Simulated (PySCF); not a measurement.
A calculated (r2SCAN, PySCF 2.14, cc-pVDZ-DK, scalar relativity by spin-free X2C-1e) atom or ion has these occupied shells.

| shell | electrons | orbital energy (eV) | rms radius, mean of both spins (bohr) |
| --- | --- | --- | --- |
| 1s α | 1 | -12524.2 | 0.0508 |
| 1s β | 1 | -12524.0 | 0.0508 |
| 2s α | 1 | -1619.8 | 0.212 |
| 2s β | 1 | -1619.7 | 0.212 |
| 2p α | 3 | -1423.0 | 0.189 |
| 2p β | 3 | -1422.9 | 0.189 |
| 3s α | 1 | -219.20 | 0.614 |
| 3s β | 1 | -219.07 | 0.614 |
| 3p α | 3 | -156.84 | 0.637 |
| 3p β | 3 | -156.68 | 0.637 |
| 3d α | 5 | -54.222 | 0.705 |
| 3d β | 5 | -53.990 | 0.705 |
| 4s α | 1 | -18.685 | 1.93 |
| 4s β | 1 | -16.225 | 1.93 |
| 4p α | 3 | -7.390 | 2.44 |
| 4p β | 1 | -5.742 | 2.44 |

(1) Name the element and its charge.

Results:

(1) Se (selenium, neutral), in [Ar] 3d10 4s2 4p4, high-spin 3P determinant.
